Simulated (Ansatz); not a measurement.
The same path of BCl3H (5 atoms, charge 0, multiplicity 2) was run 3 times with different band settings. Lost on the way: B1–Cl5.

Method: UKS revPBE/def2-SVP (Ansatz).

Relaxed end points:

```xyz
5
Properties=species:S:1:pos:R:3
B -0.002 -0.077 0.520
H 0.031 1.191 0.810
Cl 1.552 -0.214 -0.419
Cl -1.557 -0.132 -0.426
Cl -0.024 -0.769 2.205
```

```xyz
5
Properties=species:S:1:pos:R:3
B 0.002 0.038 -0.007
H -0.003 -0.053 1.301
Cl 1.549 0.052 -0.795
Cl -1.538 0.133 -0.802
Cl -0.010 -0.169 2.993
```

Common settings: spring 5.0 eV/Å²; optimiser quadratic models (default); start path through a guess of the saddle point; force threshold 0.03 eV/Å; iteration limit 60; end points relaxed.

| run | movable images | climbing image |
| --- | --- | --- |
| 1 | 9 | yes |
| 2 | 6 | no |
| 3 | 4 | no |

Q: What does each run give, and how far can it be trusted?

A: Run 1: converged after 24 iterations, highest image 0.724 eV above the first end. The highest image is an end point: on this band no image between the ends rises above it. A vibrational analysis next to that end finds imaginary modes (137i cm⁻¹), so it isn't a minimum.
Run 2: converged after 12 iterations, highest image 0.724 eV above the first end. The highest image is an end point: on this band no image between the ends rises above it.
Run 3: converged after 14 iterations, highest image 0.724 eV above the first end. The highest image is an end point: on this band no image between the ends rises above it.
